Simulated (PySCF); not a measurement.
Gas-phase equilibrium of 1 mol MgCl2, 80 mol H2O at 2500 K and 0.0100 bar, among 19 species (ClO, O2, HCl, O, HO2, H2O, H, HOCl, H2O2, O3, MgCl2, H2, MgH2, MgCl, MgH, Cl, Cl2, Mg, OH). Only gases are allowed; each row takes one source of thermochemistry for all species, and Cantera finds the minimum.

Computed with PySCF and rigid-rotor harmonic-oscillator thermochemistry at 1 bar. † marks an energy on the PBE0/def2-TZVP geometry and frequencies; other levels use their own. 6-31G* has spherical d functions here. Open shells (unrestricted) among the columns below: O2 (multiplicity 3), O (multiplicity 3, electronic degeneracy 9), H (multiplicity 2), Cl (multiplicity 2, electronic degeneracy 6), OH (multiplicity 2, electronic degeneracy 4); the rest are closed-shell singlets. Spin-orbit splitting is ignored; it lowers the true energy and changes the entropy of O, Cl, OH. B3LYP is the form with VWN-RPA correlation. The harmonic model lacks anharmonicity and excited electronic states, which grow with temperature; levels with a mode under 35 cm⁻¹ are left out.

Molecules larger than those listed are left out. Table species left out: MgO, MgOH, Mg(OH)2, Mg2.

With B3LYP/6-31G* thermochemistry: H2O 0.11, H2 0.39, H 0.16, O2 0.20, OH 0.067, O 0.048, HCl 0.0070, Mg 0.0077, Cl 0.0084.

Q: How far does the composition move with the other sources (B3LYP/def2-TZVP†, M06-2X/def2-TZVP†, PBE/def2-TZVP†, r2SCAN/def2-TZVP†, LDA/def2-TZVP†)?

A: 
| thermochemistry | x H2O | x H2 | x H | x O2 | x OH | x O | x HCl | x Mg | x Cl |
|---|---|---|---|---|---|---|---|---|---|
| B3LYP/6-31G* | 0.11 | 0.39 | 0.16 | 0.20 | 0.067 | 0.048 | 0.0070 | 0.0077 | 0.0084 |
| B3LYP/def2-TZVP† | 0.33 | 0.25 | 0.13 | 0.11 | 0.11 | 0.039 | 0.010 | 0.0088 | 0.0072 |
| M06-2X/def2-TZVP† | 0.44 | 0.19 | 0.13 | 0.088 | 0.088 | 0.040 | 0.012 | 0.0092 | 0.0066 |
| PBE/def2-TZVP† | 0.30 | 0.24 | 0.21 | 0.16 | 0.042 | 0.0064 | 0.013 | 0.0085 | 0.0040 |
| r2SCAN/def2-TZVP† | 0.30 | 0.26 | 0.17 | 0.14 | 0.092 | 0.024 | 0.012 | 0.0084 | 0.0049 |
| LDA/def2-TZVP† | 0.66 | 0.14 | 0.070 | 0.092 | 0.0074 | 0.00020 | 0.020 | 0.011 | 0.0011 |
The most sensitive of these is O: it spans a factor of 10^2.4 over these rows; at this temperature one factor of ten is RT ln 10 = 48 kJ/mol.
